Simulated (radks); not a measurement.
Species: Ga. Configuration: [Ar] 3d10 4s2 4p1.

Calculated with a radial shooting solver on a logarithmic mesh with Libxc functionals: non-relativistic Kohn-Sham, PBE, spin-unpolarised, spherical densities, point nucleus.

Energy parts (hartree):
part                       energy
total                 -1924.56372
kinetic                1923.26725
electron-nucleus      -4607.09440
Hartree                 833.94837
exchange-correlation    -74.68493

Orbitals (lengths in bohr, moments of r in powers of bohr; <r^-3> diverges for s and p1/2):
orbital,occ.,eigenvalue (hartree),<r^4>,<r^-3>,<r>,<1/r>
1s,2,-370.8593,0.00002726,-,0.04943,30.51
2s,2,-45.27934,0.005776,-,0.2215,6.677
2p,6,-40.11610,0.004105,844.1,0.1922,6.646
3s,2,-5.26623,0.4172,-,0.6625,2.138
3p,6,-3.59157,0.5351,110.6,0.6838,2.012
3d,10,-0.72669,1.958,11.74,0.8057,1.655
4s,2,-0.32009,75.97,-,2.383,0.5476
4p,1,-0.09615,406.0,3.585,3.424,0.3830

The highest occupied level is 4p at -2.616 eV. The density falls to 0.001 e/bohr^3 at r = 4.43 bohr. Summed over all electrons, <r^2> = 40.64 bohr^2, which gives a Langevin (diamagnetic) susceptibility term of -32.2 x 10^-6 cm^3/mol. The electron density at the nucleus is 2.042e+04 e/bohr^3.
